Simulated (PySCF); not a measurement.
Run record: geometry optimisation, `O=S(=O)([O-])CCC(F)(F)F`.

Computed with PBE0-D3(BJ)/def2-SVP geometry optimisation, gas phase (PySCF 2.14.0). Start geometry: GFN2-xTB. A driver script takes a list of jobs; this job's settings line and coordinates (Å) are shown.

Input:
```
{"job": {"xc": "PBE0", "basis": "def2-SVP", "d3": "d3bj", "grid": 1, "kind": "geom"}, "charge": -1, "multiplicity": 1}
O     -1.934088    -0.523840     1.592110
S     -2.070055     0.098540     0.279335
O     -2.008996     1.556365     0.305134
O     -3.148787    -0.444399    -0.534190
C     -0.499740    -0.379241    -0.583554
C      0.535572     0.224346     0.328266
C      1.956826     0.000765    -0.115633
F      2.868137     0.557504     0.717208
F      2.301152    -1.300265    -0.193163
F      2.230873     0.516174    -1.330692
H     -0.510751     0.060528    -1.574783
H     -0.455737    -1.461782    -0.629924
H      0.395364    -0.202607     1.324198
H      0.339551     1.297439     0.393521
```

Output:
```
step   0  E = -1038.76090956  max force = 0.026764
step   1  E = -1038.76595539  max force = 0.005549
step   2  E = -1038.76620137  max force = 0.003189
step   3  E = -1038.76625476  max force = 0.000954
step   4  E = -1038.76626019  max force = 0.001127
step   5  E = -1038.76627321  max force = 0.001768
step   6  E = -1038.76629733  max force = 0.001172
step   7  E = -1038.76631735  max force = 0.000756
step   8  E = -1038.76633598  max force = 0.000348
step   9  E = -1038.76634784  max force = 0.000197
optimisation converged
```

Energies in Eh; «max force» is the largest Cartesian gradient component in Eh/bohr.

Problem. How much energy does the optimisation release, in kJ/mol?

Solution. E(step 0) − E(last step) = 0.005438 Eh, which is 14.3 kJ/mol.

Problem. Give the first gradient maximum in eV/Å.

Solution. With 1 Eh/bohr = 51.422 eV/Å, 1.376 eV/Å.

In short: final energy -1038.76635 Eh after 9 steps.

Problem. Where do the atoms end?

Solution. 0.102 Å rms from the input after alignment:
```
atom  x, y, z in Å
O1    -2.0975   -0.3698    1.6027
S2    -2.1103    0.2550    0.2599
O3    -1.9725    1.7301    0.2784
O4    -3.1428   -0.2609   -0.6592
C5    -0.5401   -0.3027   -0.4836
C6     0.6133    0.1809    0.3649
C7     1.9697   -0.1597   -0.1625
F8     2.9477    0.2811    0.6512
F9     2.1575   -1.4838   -0.2978
F10    2.2087    0.3820   -1.3694
H11   -0.5090    0.1136   -1.5008
H12   -0.5819   -1.4000   -0.5432
H13    0.5152   -0.2412    1.3765
H14    0.5435    1.2752    0.4616
```

Problem. How long does this job take on one thread of an x86-64 server, no GPU (shared host)?

Solution. About 3.5 min.
Labels such as C1 count atoms from 1, the log's own numbers from 0.
